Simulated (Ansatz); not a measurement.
Reaction (substitution at a C–O bond): `CO[Si](C)(N)F` + `OB(O)Cl` → `COB(O)Cl` + `C[Si](N)(O)F`

Computed with Ansatz on PBE0-D4/def2-TZVP structures; ΔE is electronic, products minus reactants. CCSD(T)/CBS is the MP2 limit (def2-TZVPP, def2-QZVPP) plus CCSD(T) − MP2 in def2-TZVPP, frozen cores. This one scheme is used for every species. DFT in def2-TZVPP. One conformer a species, not always the lowest.

| level | ΔE (kJ/mol) |
| --- | --- |
| r2SCAN-D4 | -2.3 |
| B2PLYP | -2.9 |
| PBE | -2.4 |
| HF/def2-TZVPP | -1.0 |

What does CCSD(T)/CBS give? (An estimate is asked.)

Ansatz gave: -3.4 kJ/mol. The listed levels differ from it by 1.1, 0.5, 1.0, 2.4 kJ/mol.

Largest T1 diagnostic among the species: 0.012.
